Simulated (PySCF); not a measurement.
Compound: H9N3Si3.
Structure used (PBE0-D3(BJ)/def2-SVP), in Å, numbered top down from 1:
```xyz
15
H9N3Si3 angstrom
N      0.5397    0.9519   -1.2871
Si    -0.7724    1.4853   -0.2652
N     -1.6428    0.1188    0.3864
Si    -0.7746   -1.2134    1.0814
N      0.9031   -0.8664    0.7464
Si     1.6349   -0.2694   -0.7217
H      0.4743    1.1358   -2.2828
H     -1.7183    2.2903   -1.0945
H     -0.2326    2.3211    0.8461
H     -2.6099   -0.0097    0.1072
H     -0.8772   -1.3469    2.5689
H     -1.2879   -2.4890    0.4853
H      1.5415   -1.0161    1.5222
H      1.8160   -1.2877   -1.8059
H      2.9975    0.2114   -0.3306
```

Level of theory: TDDFT B3LYP/def2-SVPD, vertical, gas phase, core orbitals frozen in the response (PySCF 2.14.0, density-fitted response routines).

| state | E (eV) | E (kJ/mol) | λ (nm) | f | main configurations (H = HOMO, L = LUMO) |
| --- | --- | --- | --- | --- | --- |
| S1 | 6.05 | 584 | 204.9 | 0.0005 | H→L (98%) |
| S2 | 6.14 | 592 | 202.0 | 0.017 | H-1→L (95%) |
| S3 | 6.22 | 600 | 199.4 | 0.023 | H→L+1 (86%), H-1→L+2 (11%) |
| S4 | 6.31 | 609 | 196.5 | 0.0080 | H→L+2 (71%), H-1→L+1 (25%) |
| S5 | 6.58 | 635 | 188.4 | 0.0019 | H-1→L+2 (69%), H-1→L+1 (12%), H→L+1 (9%) |
| S6 | 6.59 | 636 | 188.0 | 0.0080 | H-1→L+1 (58%), H→L+2 (21%), H-1→L+2 (15%) |
| S7 | 6.83 | 659 | 181.4 | 0.0039 | H-2→L (91%) |
| S8 | 7.04 | 679 | 176.2 | 0.0067 | H→L+4 (79%), H→L+3 (13%) |
| S9 | 7.12 | 687 | 174.2 | 0.014 | H-1→L+4 (39%), H-2→L+1 (39%), H-1→L+3 (11%) |
| S10 | 7.15 | 690 | 173.4 | 0.0030 | H→L+3 (78%), H→L+4 (9%) |

Triplets, Tamm–Dancoff:

```json
{"state": "T1", "E (eV)": "5.90", "λ (nm)": "210.2", "main configurations (H = HOMO, L = LUMO)": "H-1→L (70%), H→L+2 (11%), H-1→L+1 (11%)"}
{"state": "T2", "E (eV)": "5.94", "λ (nm)": "208.6", "main configurations (H = HOMO, L = LUMO)": "H→L (92%)"}
{"state": "T3", "E (eV)": "5.98", "λ (nm)": "207.4", "main configurations (H = HOMO, L = LUMO)": "H→L+1 (71%), H-1→L+2 (19%)"}
{"state": "T4", "E (eV)": "6.00", "λ (nm)": "206.7", "main configurations (H = HOMO, L = LUMO)": "H→L+2 (61%), H-1→L (16%), H-1→L+1 (12%)"}
```

The lowest singlet comes at 205 nm (584 kJ/mol) in the ultraviolet; it is dark (f under 0.0005); its leading configuration is HOMO→LUMO (98%). The most intense listed level is S3 at 6.22 eV (199 nm, f = 0.023), 0.17 eV above S1. Löwdin shares by element: HOMO nitrogen 66% or more, silicon 12% or more (atoms not listed hold the other 22%); LUMO silicon 38% or more, hydrogen 12% or more, nitrogen 9% or more (atoms not listed hold the other 41%). Orbital energies (eV): HOMO-3 -9.15, HOMO-2 -7.85, HOMO-1 -7.15, HOMO -7.00, LUMO -0.05, LUMO+1 0.22, LUMO+2 0.29. The listed states span 1.10 eV, and the widest gap between neighbours is 0.27 eV (S4 to S5). Weighted by f, the mean energy of these states is 6.52 eV. No computed singlet lies in the visible range (380 to 750 nm); the lowest, at 205 nm, stands 2.79 eV above its violet end (3.26 eV). The vertical ionisation energy (ΔSCF) is 8.93 eV, 1.78 eV above S10. The window holds the lowest 10 singlets.

One conformer stands for the species.
